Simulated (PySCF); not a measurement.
## Two-component Hartree-Fock for Os⁵³⁺ (osmium, charge +53)

Start: [Ar] 3d5; 3d3/2 filled at m_j = -3/2, -1/2, +1/2, +3/2; 3d5/2 filled at m_j = +5/2. Calculated with PySCF 2.14 in an uncontracted even-tempered set (15 s from 15 bohr⁻², ratio 2.8; 12 p from 19 bohr⁻², ratio 2.8; 8 d from 19 bohr⁻², ratio 2.8; 3 f from 64 bohr⁻², ratio 3): generalised Hartree-Fock with the X2C-1e Hamiltonian and a Gaussian nucleus; one run each with spin-orbit coupling (SO) switched off, then screened by Boettger's factors.

```json
{"spinor shell": "1s1/2", "electrons": "2", "ε, spin-free (eV)": "-77694.6", "ε, screened SO (eV)": "-77664.6", "weight of nominal j (screened SO)": "1.000", "rms radius, screened SO (bohr)": "0.0200"}
{"spinor shell": "2s1/2", "electrons": "2", "ε, spin-free (eV)": "-16405.2", "ε, screened SO (eV)": "-16393.2", "weight of nominal j (screened SO)": "1.000", "rms radius, screened SO (bohr)": "0.0805"}
{"spinor shell": "2p1/2", "electrons": "2", "ε, spin-free (eV)": "-14732.9", "ε, screened SO (eV)": "-15848.4", "weight of nominal j (screened SO)": "1.000", "rms radius, screened SO (bohr)": "0.0683"}
{"spinor shell": "2p3/2", "electrons": "4", "ε, spin-free (eV)": "-14732.9", "ε, screened SO (eV)": "-14277.5", "weight of nominal j (screened SO)": "1.000", "rms radius, screened SO (bohr)": "0.0757"}
{"spinor shell": "3s1/2", "electrons": "2", "ε, spin-free (eV)": "-6083.4", "ε, screened SO (eV)": "-6079.7", "weight of nominal j (screened SO)": "1.000", "rms radius, screened SO (bohr)": "0.200"}
{"spinor shell": "3p1/2", "electrons": "2", "ε, spin-free (eV)": "-5576.2", "ε, screened SO (eV)": "-5863.7", "weight of nominal j (screened SO)": "1.000", "rms radius, screened SO (bohr)": "0.190"}
{"spinor shell": "3d3/2", "electrons": "4", "ε, spin-free (eV)": "-5114.4", "ε, screened SO (eV)": "-5145.0", "weight of nominal j (screened SO)": "0.995", "rms radius, screened SO (bohr)": "0.175"}
{"spinor shell": "3d5/2", "electrons": "1", "ε, spin-free (eV)": "-5114.4", "ε, screened SO (eV)": "-5058.4", "weight of nominal j (screened SO)": "1.000", "rms radius, screened SO (bohr)": "0.179"}
```

Task: Where does 3p3/2 lie, and what is the 3p spin-orbit splitting (screened SO)?

Result: At -5456.2 eV, 407.58 eV above 3p1/2.

```json
{"quantity": "E (hartree)", "spin-free": "-14715.93442", "screened SO": "-14742.30864"}
{"quantity": "M_J", "spin-free": "5/2", "screened SO": "5/2"}
{"quantity": "⟨J²⟩", "spin-free": "8.750", "screened SO": "8.753"}
{"quantity": "⟨L²⟩", "spin-free": "0.000", "screened SO": "6.457"}
{"quantity": "⟨S²⟩", "spin-free": "8.750", "screened SO": "2.777"}
```

Each row is a mean over spinors that exchange with the open shell spreads, by up to 32.193 eV (3p3/2).

Breit and QED terms are absent; they matter most for the inner s and p1/2 levels.

Densities and radii are taken from the X2C orbitals without a picture-change correction, which distorts them close to the nucleus.

Without spin-orbit coupling the j labels of p, d and f shells carry no meaning; the spin-free column gives the mean over the occupied spinors of each nl shell.
